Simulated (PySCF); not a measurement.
Compound: [SnH3]- (charge -1).
Cartesian coordinates in Å at the PBE0-D3(BJ)/def2-SVP level; atoms count from 1:
```
atom  x, y, z in Å
Sn1   -0.0057    0.0056    0.7555
H2     1.5017   -0.0312   -0.2405
H3    -0.7225    1.3118   -0.2669
H4    -0.7735   -1.2862   -0.2481
```

Computed, not measured: PySCF, PBE0-D3(BJ)/def2-SVP geometry optimisation, gas phase, def2 core potentials past Kr.

(1) Which atoms are bound to Sn1, and at what distances?

(2) What is the shape at Sn1?

(3) What are the rotational constants (commonest isotopes, rigid rotor)?

## Answers

(1) 3 atoms: H4 1.807 Å, H2 1.807 Å, H3 1.807 Å.

(2) Pyramidal: angles 91.9°, 91.9° and 91.9°, sum 275.8°, 1.01 Å off the plane of its three neighbours.

(3) A = 79032, B = 79021, C = 74271 MHz: an oblate symmetric top.

Point group: C3v (every atom within 0.08 Å of its image). Charge -1, singlet. The geometry's basis has no diffuse functions, a weakness for an anion. Whether it is a minimum is left open (no frequencies).
